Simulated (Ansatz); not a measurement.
This geometry of CH$_{8}$GeN$_{2}$ (12 atoms, charge 0, multiplicity 1) is a first-order saddle point.

Method: Ansatz, RKS CAM-B3LYP-D4/def2-SVP.

```xyz
12
Properties=species:S:1:pos:R:3
C -0.514 1.446 -0.663
Ge 0.292 -0.257 -0.205
N 1.141 -0.077 1.412
N -1.053 -1.470 0.093
H -1.086 1.373 -1.600
H -1.194 1.751 0.145
H 0.253 2.223 -0.794
H 1.258 -0.705 -1.340
H 1.890 0.611 1.422
H 1.499 -0.940 1.814
H -1.655 -1.639 -0.709
H -0.754 -2.371 0.459
```

Question: Which two structures does it join? (They come from a converged band through this point; their orientation in space is the band's.)

Answer: No bond is made or broken. The dihedral H8–Ge2–N4–H11 goes from -81 to 34°. The two ends are copies of one structure, up to a mirror image or an exchange of like atoms.

Initial state:

```xyz
12
Properties=species:S:1:pos:R:3
C -0.752 1.307 -0.728
Ge 0.404 -0.164 -0.212
N 1.311 0.254 1.319
N -0.706 -1.599 0.086
H -1.307 1.075 -1.649
H -1.479 1.514 0.071
H -0.153 2.212 -0.900
H 1.506 -0.417 -1.265
H 2.201 -0.215 1.455
H 0.770 0.204 2.179
H -1.457 -1.733 -0.586
H -0.259 -2.494 0.266
```

Final state:

```xyz
12
Properties=species:S:1:pos:R:3
C -0.430 1.535 -0.517
Ge 0.258 -0.268 -0.308
N 1.136 -0.292 1.306
N -1.120 -1.469 -0.289
H -1.000 1.613 -1.453
H -1.097 1.783 0.321
H 0.385 2.273 -0.541
H 1.130 -0.687 -1.515
H 1.721 0.514 1.510
H 1.651 -1.139 1.533
H -0.894 -2.414 -0.583
H -1.662 -1.504 0.570
```

Question: How far does it lie above each of them?

Answer: 9.4 kJ/mol above the first and 9.4 kJ/mol above the second. This is the barrier of this one path; another mechanism may lie lower.

Time of the run: 4.1 min on 2 threads of Arm Neoverse V1, with other jobs on the host, peak memory 0.34 GiB.
